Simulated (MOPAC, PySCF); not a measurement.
BI3, SMILES `IB(I)I`, neutral singlet in the gas phase. 

Cartesian coordinates (Å):
```xyz
4

I      2.1123    -0.2291    -0.0014
B      0.0000     0.0000     0.0000
I     -0.8578     1.9438     0.0011
I     -1.2545    -1.7147     0.0002
```
Charge 0, spin multiplicity 1.

All levels are single points at this geometry (PBE-D3(BJ)/def2-TZVP); Pople sets use spherical d functions. Orbital energies aren't observables, and empty levels follow the basis.

B3LYP/LANL2DZ in PySCF gives dipole (D) = 0.00.

Question: Estimate the dipole (D) from each of these levels: PBE-D3(BJ)/def2-TZVP in PySCF; B3LYP/6-311+G** (LANL2DZ on I) in PySCF; B3LYP/6-31G* (LANL2DZ on I) in PySCF; BP86/6-31G* (LANL2DZ on I) in PySCF; M06-2X/6-31G* (LANL2DZ on I) in PySCF; PBE/6-31G* (LANL2DZ on I) in PySCF; SVWN5/6-31G* (LANL2DZ on I) in PySCF; HF/6-31G* (LANL2DZ on I) in PySCF; AM1 in MOPAC; PM3 in MOPAC; PM6 in MOPAC; PM7 in MOPAC.

Answer: 
```tsv
level	dipole (D)
PBE-D3(BJ)/def2-TZVP in PySCF	0.00
B3LYP/6-311+G** (LANL2DZ on I) in PySCF	0.00
B3LYP/6-31G* (LANL2DZ on I) in PySCF	0.00
BP86/6-31G* (LANL2DZ on I) in PySCF	0.00
M06-2X/6-31G* (LANL2DZ on I) in PySCF	0.00
PBE/6-31G* (LANL2DZ on I) in PySCF	0.00
SVWN5/6-31G* (LANL2DZ on I) in PySCF	0.00
HF/6-31G* (LANL2DZ on I) in PySCF	0.00
AM1 in MOPAC	0.00
PM3 in MOPAC	0.00
PM6 in MOPAC	0.00
PM7 in MOPAC	0.00
```
